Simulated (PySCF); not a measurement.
(Z)-1,2-difluoroethene (C₂H₂F₂), SMILES F/C=C\F.

Geometry: B3LYP-D3(BJ)/def2-SVP.

Method: r2SCAN/def2-TZVPD (PySCF).

Symmetry labels are those of the subgroup C2v that the program uses (full group C2v).

Computed valence orbital energies around the gap with their symmetry:
```tsv
orbital	symmetry	energy (eV)
HOMO−7	A1	-14.33
HOMO−6	A1	-13.96
HOMO−5	B2	-12.47
HOMO−4	B1	-12.30
HOMO−3	A2	-11.48
HOMO−2	B2	-10.23
HOMO−1	A1	-9.37
HOMO	B1	-6.54
LUMO	A2	-0.52
LUMO+1	A1	0.13
LUMO+2	A1	1.22
LUMO+3	B2	1.56
```
